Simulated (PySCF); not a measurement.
Spectrum to structure. Method used: TDDFT CAM-B3LYP/def2-SVPD, vertical, gas phase, core orbitals frozen in the response in PySCF 2.14.0, density-fitted response routines. Geometries: GFN2-xTB, one conformer each.

```csv
state,E (eV),f
S1,1.87,0.0001
S2,5.18,0.0001
S3,5.41,0.0031
S4,5.67,0.0048
S5,5.80,0.024
S6,6.34,0.0002
S7,6.42,0.444
S8,6.63,0.551
```

Triplets computed (Tamm–Dancoff): 1.51, 3.62, 3.97 eV.

Question: Which candidate is it? All have the formula C4H7ClSSi.
A. `C=C(Cl)[C@@H]1CS[SiH2]1`
B. `C(C1C=C1)S[SiH2]Cl`
C. `CC#C[Si@@H](Cl)SC`
D. `[SiH3]CCC(Cl)=C=S`

Answer: D. Its S1, at 1.87 eV, is the lowest among the candidates; the nearest of the others has S1 at 5.03 eV. S1 is HOMO→LUMO (99%). Löwdin shares by element: HOMO carbon 41% or more, sulfur 39%, chlorine 13%; LUMO carbon 44% or more, sulfur 40%, chlorine 12%. At the same level the other candidates give, for their lowest levels:
- `Cl[SiH2]SCC1C=C1`: 5.03 eV (f 0.003); 5.90 eV (f 0.022); 6.20 eV (f 0.005); 6.38 eV (f 0.041); 6.63 eV (f 0.015); T1 4.11 eV; HOMO -8.11, LUMO 0.41 eV
- `C=C(Cl)[C@@H]1CS[SiH2]1`: 5.15 eV (f 0.001); 5.31 eV (f 0.008); 6.13 eV (f 0.065); 6.44 eV (f 0.223); 6.50 eV (f 0.021); T1 4.10 eV; HOMO -8.15, LUMO 0.28 eV
- `CC#C[Si@@H](Cl)SC`: 5.33 eV (f 0.005); 5.82 eV (f 0.002); 5.96 eV (f 0.014); 6.15 eV (f 0.011); 6.23 eV (f 0.004); T1 4.92 eV; HOMO -8.21, LUMO 0.44 eV

Shape of the structure used: `[SiH3:1][CH2:2][CH2:3][C:4]([Cl:5])=[C:6]=[S:7]`: Si1–C2–C3–C4 179°, C2–C3–C4–Cl5 -69°.
